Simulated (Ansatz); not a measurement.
BClH₂S₂, SMILES `SB(S)Cl` at its PBE0-D4/def2-TZVP geometry, where that method's forces vanish. Charge 0, multiplicity 1.

```xyz
6

S    -1.0150    1.0647   -0.0487
B     0.3592   -0.0822    0.0906
S     0.1906   -1.8032   -0.3904
Cl    1.9276    0.4179    0.7004
H    -0.3658    2.1423    0.4207
H    -1.0965   -1.7395   -0.7727
```

What forces (eV/Å) does PBE-D4/def2-TZVPP give on these atoms in the Gaussian-basis code of Ansatz? (Best estimate.)

Ansatz gave: 
```
S1  -0.324 -0.070 -0.118
B2  -0.019  0.030  0.001
S3   0.233 -0.240  0.012
Cl4  0.236  0.058  0.088
H5   0.130  0.211  0.093
H6  -0.256  0.011 -0.076
```
